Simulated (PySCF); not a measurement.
CH₄BFOS (SMILES COB(F)S), singlet, at a GFN2-xTB geometry. Base run: PySCF with PBE/6-31G.

The PySCF input:
```python
from pyscf import gto, scf, dft, solvent

mol = gto.M(
    atom='''
B     0.283323   -0.129665    0.431267
F     0.967078   -0.174181    1.573700
O     0.153130   -1.270691   -0.222847
C    -0.522392   -1.473744   -1.443816
H    -0.935637   -0.541359   -1.835605
H     0.187896   -1.890541   -2.159352
H    -1.328282   -2.189088   -1.272672
S    -0.388022    1.480272   -0.096686
H     0.073369    2.160577    0.940645
''',
    basis='6-31g',
    charge=0,
    spin=0,
    verbose=4,
)

mf = dft.RKS(mol)
mf.xc = 'pbe'
mf.kernel()
```

Each row names what was changed in the base input (with any setting that the change needs).

```csv
change,ΔE vs base (kcal/mol),dipole (D),HOMO-LUMO gap (eV)
base,0.000,1.58,6.66
model = IEF-PCM; solvent = chloroform,-3.71,1.71,6.65
model = SS(V)PE; solvent = 2-propanol,-4.81,1.73,6.65
model = IEF-PCM; solvent = tetrahydrofuran,-4.25,1.72,6.65
model = IEF-PCM; solvent = 2-propanol; lebedev_order = 41,-4.89,1.73,6.64
model = ddCOSMO; solvent = 2-propanol,-3.67,1.73,6.66
model = IEF-PCM; solvent = n-hexane,-1.90,1.66,6.66
model = IEF-PCM; solvent = 2-propanol,-4.87,1.74,6.64
model = IEF-PCM; solvent = toluene,…,…,6.65
model = IEF-PCM; solvent = 2-propanol; vdw_scale = 1.4,…,1.72,6.64
model = IEF-PCM; solvent = 2-propanol; lebedev_order = 11,-4.73,1.74,6.65
model = IEF-PCM; solvent = 2-propanol; vdw_scale = 1.0,…,…,6.64
```

Question: Some entries are withheld; supply them.

Answer: 
- model = IEF-PCM; solvent = toluene, ΔE vs base (kcal/mol): -2.46
- model = IEF-PCM; solvent = toluene, dipole (D): 1.68
- model = IEF-PCM; solvent = 2-propanol; vdw_scale = 1.4, ΔE vs base (kcal/mol): -2.71
- model = IEF-PCM; solvent = 2-propanol; vdw_scale = 1.0, ΔE vs base (kcal/mol): -9.67
- model = IEF-PCM; solvent = 2-propanol; vdw_scale = 1.0, dipole (D): 1.75

The base is the gas phase, so ΔE is the electrostatic part of solvation at a fixed geometry, without cavity and dispersion terms.
